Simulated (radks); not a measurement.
Spherical quantum dot in the effective-mass picture: electrons in a parabolic well V = omega^2 r^2 / 2 with omega = 2.98, all in effective atomic units (hartree* = m*/eps^2 hartree, bohr* = eps/m* bohr), one dielectric constant everywhere. Calculated with a radial shooting solver with Libxc functionals: non-relativistic Kohn-Sham, PBEsol, spin-polarised, spherical densities. Levels are named by radial order and angular momentum (1s, 1p, 1d, 2s, ...), and open shells are averaged over m. Results are scaled to m* = 0.481 and eps = 10.8, for which hartree* = 112.2 meV and bohr* = 1.188 nm. Each electron was tried in the lowest free levels, single moves between levels near the top were tried too, and the lowest total energy was kept; such a search can miss a lower state. At N = 1 the Hartree and exchange-correlation terms need not cancel, so that row can carry a self-interaction error.

N	open shells	2S	E (meV)	mu = E(N) - E(N-1) (meV)	addition energy mu(N+1) - mu(N) (meV)	rms radius (nm)
1	1s(up 1, down 0)	1	505.966	505.97	145.8	0.8453
2	none	0	1157.77	651.81	407.2	0.8768
3	1p(up 1, down 0)	1	2216.80	1059.0	93.97	0.9811
4	1p(up 2, down 0)	2	3369.80	1153.0	96.22	1.038
5	1p(up 3, down 0)	3	4619.02	1249.2	125.0	1.077
6	1p(up 3, down 1)	2	5993.26	1374.2	88.36	1.110
7	1p(up 3, down 2)	1	7455.86	1462.6	90.34	1.138
8	none	0	9008.80	1552.9	351.4	1.162
9	1d(up 1, down 0)	1	10913.1	1904.3	78.56	1.202
10	1d(up 2, down 0)	2	12896.0	1982.9	78.74	1.237
11	1d(up 3, down 0)	3	14957.6	2061.6	78.57	1.266
12	1d(up 4, down 0)	4	17097.7	2140.2	78.22	1.292
13	1d(up 5, down 0)	5	19316.1	2218.4	101.0	1.316
14	1d(up 5, down 1)	4	21635.5	2319.4	74.25	1.338
15	1d(up 5, down 2)	3	24029.2	2393.7	74.46	1.358
16	1d(up 5, down 3)	2	26497.3	2468.1	74.38	1.377
17	1d(up 5, down 4)	1	29039.8	2542.5	74.12	1.395
18	none	0	31656.4	2616.6	97.92	1.412
19	2s(up 1, down 0)	1	34371.0	2714.5	84.53	1.428
20	none	0	37170.1	2799.1	268.0	1.444
21	1f(up 1, down 0)	1	40237.2	3067.1	66.67	1.465
22	1f(up 2, down 0)	2	43370.9	3133.8	66.50	1.484
23	1f(up 3, down 0)	3	46571.2	3200.3	66.29	1.503
24	1f(up 4, down 0)	4	49837.8	3266.6	66.03	1.520
25	1f(up 5, down 0)	5	53170.4	3332.6	65.76	1.536
26	1f(up 6, down 0)	6	56568.7	3398.4	65.47	1.552
27	1f(up 7, down 0)	7	60032.6	3463.8	83.25	1.567
28	1f(up 7, down 1)	6	63579.7	3547.1	63.58	1.582
29	1f(up 7, down 2)	5	67190.3	3610.7	-	1.596

All shells are closed at N = 2, 8, 18, 20 (there: 1s2 1p6 1d10 2s2); the second difference of the energy has clear peaks (12 % above both neighbours; the first and last values, which can be the largest, are not judged, and half-filled shells can peak too) at N = 2, 5, 8, 13, 18, 20, 27.
